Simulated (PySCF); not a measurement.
Cartesian coordinates in Å; atom numbers follow the order of the lines, from 1:
```xyz
35

Si    1.026   -0.013    0.566
C     1.248   -0.154    2.425
H     1.759   -1.088    2.709
H     0.281   -0.125    2.951
H     1.854    0.689    2.793
C     2.704    0.083   -0.273
H     3.318   -0.783    0.021
H     3.253    0.996    0.009
H     2.612    0.070   -1.370
N     0.144    1.410    0.100
C    -1.253    1.596    0.471
C    -1.588    3.017    0.012
C    -0.636    3.227   -1.159
C     0.635    2.543   -0.665
H    -1.422    1.475    1.556
H    -1.906    0.854   -0.031
H    -1.356    3.737    0.814
H    -2.649    3.142   -0.250
H    -1.015    2.708   -2.055
H    -0.484    4.285   -1.421
H     1.287    2.228   -1.496
H     1.228    3.251   -0.047
N     0.097   -1.393    0.063
C    -0.236   -2.569    0.849
C    -1.354   -3.234    0.054
C    -0.931   -2.955   -1.383
C    -0.391   -1.526   -1.305
H    -0.553   -2.304    1.871
H     0.619   -3.270    0.954
H    -2.313   -2.733    0.269
H    -1.472   -4.304    0.282
H    -0.122   -3.647   -1.672
H    -1.742   -3.067   -2.117
H     0.402   -1.354   -2.055
H    -1.190   -0.789   -1.522
```

Geometry: PBE0-D3(BJ)/def2-SVP; GIAO shifts from PySCF 2.14, gas phase, non-relativistic, averaged over equivalent atoms.

At wB97X-D/pcSseg-1 (338 basis functions):
| atoms | δ (ppm) |
| --- | --- |
| Si1 | -8.2 |
| C11/C14/C24/C27 | 48.3 |
| C12/C13/C25/C26 | 29.9 |
| C2/C6 | -2.8 |
| H15/H16/H21/H22/H28/H29/H34/H35 | 2.85 |
| H17/H18/H19/H20/H30/H31/H32/H33 | 1.59 |
| H3/H4/H5/H7/H8/H9 | 0.10 |
| N10/N23 | 40.3 |

References, each an isolated molecule treated in the same way: TMS for 29Si (σref 352.93), 13C (σref 184.54), 1H (σref 31.38); NH3 for 15N (σref 263.98).

Task: What do these become at PBE0/pcSseg-1?

Result: 
| atoms | δ at PBE0/pcSseg-1 | change |
| --- | --- | --- |
| Si1 | -9.9 | -1.7 |
| C11/C14/C24/C27 | 48.7 | +0.4 |
| C12/C13/C25/C26 | 30.2 | +0.3 |
| C2/C6 | -3.1 | -0.3 |
| H15/H16/H21/H22/H28/H29/H34/H35 | 2.92 | +0.07 |
| H17/H18/H19/H20/H30/H31/H32/H33 | 1.63 | +0.04 |
| H3/H4/H5/H7/H8/H9 | 0.11 | +0.01 |
| N10/N23 | 45.5 | +5.2 |

References, each an isolated molecule treated in the same way: 29Si (σ = 351.99 ppm) and 13C (σ = 184.41 ppm) and 1H (σ = 31.27 ppm) against TMS; 15N (σ = 265.67 ppm) against NH3.

The largest change is at N10/N23 (nitrogen bonded to 2 C, Si). Cost: 338 basis functions. The order of the carbon signals is the same at both levels.

Experimental scales use liquid or dissolved standards, which lie at an offset from isolated NH3 (liquid NH3: subtract about 20 ppm).
